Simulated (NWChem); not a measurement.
SiN$_{2}$H$_{4}$, singlet; SMILES N[Si]N

```xyz
7

Si     0.0000     0.0000    -0.6535
N      1.3245     0.0000     0.4565
H      1.2910     0.0000     1.4721
H      2.2784     0.0000     0.1144
N     -1.3245     0.0000     0.4565
H     -2.2784     0.0000     0.1144
H     -1.2910     0.0000     1.4721
```
Atoms are numbered in this order, from 1.

Computed with NWChem. Geometry optimised at PBE0/def2-SVP; all other runs use it. Low-valent species are run as closed-shell singlets; no triplet was tried in these runs.

```tsv
quantity	level	value
anisotropy (bohr³), static	CAM-B3LYP/def2-SVPD	14.4
cavity-dispersion-structure term (kcal/mol) in water	PBE0/def2-SVP, SMD	2.7
vertical, lowest state with f > 0.02, singlet (eV)	CAM-B3LYP/def2-SVPD, TDA	5.53
vertical ionisation energy, ΔSCF (eV)	CAM-B3LYP/def2-SVP	8.67
dipole (D)	PBE0/def2-SVP	2.43
highest harmonic frequency (cm⁻¹)	PBE0/def2-SVP	3706
```
